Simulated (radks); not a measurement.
Spherical quantum dot in the effective-mass picture: electrons in a parabolic well V = omega^2 r^2 / 2 with omega = 1.41, with a point charge +1 (a donor) at the centre, all in effective atomic units (hartree* = m*/eps^2 hartree, bohr* = eps/m* bohr), one dielectric constant everywhere. Method: non-relativistic Kohn-Sham, PBE, spin-polarised, spherical densities; computed with a radial shooting solver with Libxc functionals. Levels are named by radial order and angular momentum (1s, 1p, 1d, 2s, ...), and open shells are averaged over m. Results are scaled to m* = 0.07 and eps = 7.8, for which hartree* = 31.31 meV and bohr* = 5.897 nm.

N = 13, configuration 1s2 1p6 1d(up 3, down 0) 2s2. This is the lowest configuration that the search found. Occupied and some empty levels:

level,occupation,eigenvalue (meV),<r> (nm)
1s up,1,277.69,6.496
1s down,1,279.00,6.370
1p up,3,309.65,9.071
1p down,3,312.08,9.012
2s up,1,336.41,9.079
2s down,1,338.28,9.158
1d up,3,339.79,10.55
1d down,0,342.57,10.54
1f up,0,371.86,11.72
1f down,0,374.66,11.74
2p up,0,377.58,10.57
2p down,0,379.21,10.61
1g up,0,405.79,12.73
1g down,0,408.42,12.78

Energy (meV): total 2637.09, kinetic 578.85, external 734.61, Hartree 1546.2, exchange-correlation -222.53.

Electron density:

r (nm),n(r) (e/nm^3)
0.868,0.008233
1.83,0.005853
2.80,0.004200
3.77,0.003120
4.73,0.002469
5.70,0.002107
6.67,0.001901
7.64,0.001742
8.60,0.001558
9.57,0.001320
10.5,0.001041
11.5,0.0007566
12.5,0.0005014
13.4,0.0003029
14.4,0.0001669
15.4,0.00008416
16.3,0.00003883
17.3,0.00001639
18.3,6.312e-06
19.2,2.218e-06
